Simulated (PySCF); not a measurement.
## Excitation energy of Sn by level of theory

Sn [Kr] 4d10 5s2 5p2 (3P) → Sn [Kr] 4d10 5s1 5p2 5d1 (high-spin determinant), as a difference of total energies. Calculation: PySCF 2.14, in x2c-TZVPPall with one added diffuse shell each of s, p, d, f type (9s7p5d3f, 76 functions); the spin-free X2C one-electron Hamiltonian (Gaussian nucleus). Correlated levels: valence: [Kr] 4d10 frozen; valence and next inner shell: [Ar] 3d10 frozen. The calculations carry no spin-orbit coupling.

```
                                method  excitation energy (eV)
                                   UHF                   9.534
                                   LDA                  11.574
                                   PBE                  11.188
                                  PBE0                  10.996
                                r2SCAN                  10.973
                                B2PLYP                  11.087
                                  BLYP                  11.511
                             BHandHLYP                  11.208
                         MP2 (valence)                  10.336
                     SCS-MP2 (valence)                  10.629
    MP2 (valence and next inner shell)                  11.212
SCS-MP2 (valence and next inner shell)                  11.351
```

How much does correlation contribute at MP2 (valence and next inner shell)?

11.212 − (9.534) = 1.678 eV, measured against UHF.

A first-order spin-orbit estimate (lowest level to lowest level, LS coupling) adds 0.023 eV.

The upper state lies above the first ionisation limit, but in LS coupling its spin forbids autoionisation to the ground ion; at this Z spin-orbit coupling breaks that rule.

The promoted electron is Rydberg-like, and one or two diffuse shells describe it only roughly, which tends to raise the upper state.

The determinant of the upper state mixes LS terms, which raises its energy above the lowest term, most at the Hartree-Fock and MP2 levels.
